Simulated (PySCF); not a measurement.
# Magnetisability: `C#[C][Ga]1[O][CH2][GeH2][O]1`, C$_{3}$H$_{5}$GaGeO$_{2}$

Geometry (Å), atoms numbered from 1 in this order:
```xyz
12

C     3.9588    0.7351   -0.0790
C     2.7802    0.5151    0.0230
Ga    0.8831    0.1758    0.2034
O     0.0614   -1.3725    0.5816
C    -1.3381   -1.3322    0.6473
Ge   -2.0214    0.5572    0.2827
O    -0.4537    1.3458    0.0304
H     4.9928    0.9235   -0.1700
H    -1.7576   -2.0273   -0.0906
H    -1.6660   -1.6544    1.6436
H    -2.6530    1.3178    1.4310
H    -2.7852    0.8155   -1.0000
```

The calculation used GIAO PBE0/pcSseg-1 magnetisability, rotational g tensor and spin-rotation constants, non-relativistic, gas phase in PySCF. Geometry: GFN2-xTB.

The calculation is non-relativistic, which matters for the atoms heavier than Zn.

Task: How diamagnetic is it, and how anisotropic?

Result: Isotropic -1498 × 10⁻³⁰ J/T², or -90.2 × 10⁻⁶ cm³/mol; principal values -1621, -1536, -1337 × 10⁻³⁰ J/T², anisotropy 252 × 10⁻³⁰ J/T² (root of half the summed squared differences of the principal values). The susceptibility is in cgs units.

Task: Split it along the inertial axes a, b, c into diamagnetic and paramagnetic parts about the centre of mass, with the quadrupole moment.

Result: 
| axis | χ (10⁻⁶ cm³/mol) | diamagnetic (10⁻⁶ cm³/mol) | paramagnetic (10⁻⁶ cm³/mol) | summed x² of all electrons (Å²) | quadrupole Θ (D Å) |
| --- | --- | --- | --- | --- | --- |
| a | -97.0 | -405.8 | 308.8 | 363.7 | +15.91 |
| b | -81.1 | -1617.0 | 1535.9 | 78.3 | -14.13 |
| c | -92.5 | -1875.2 | 1782.7 | 17.4 | -1.78 |

Anisotropies 2χaa − χbb − χcc = -20.5 and 2χbb − χaa − χcc = +27.4 × 10⁻⁶ cm³/mol. Θ is traceless in Buckingham's convention.

Task: And the rotational g tensor?

Result: 
```tsv
axis	rotational constant (GHz)	g	nuclear part	electronic part
a	4.1178	-0.0353	0.5621	-0.5973
b	0.7128	-0.0055	0.5088	-0.5143
c	0.6146	-0.0036	0.5111	-0.5147
```
Asymmetric top; isotopes 12C, 69Ga, 74Ge, 1H, 16O; no vibrational averaging.
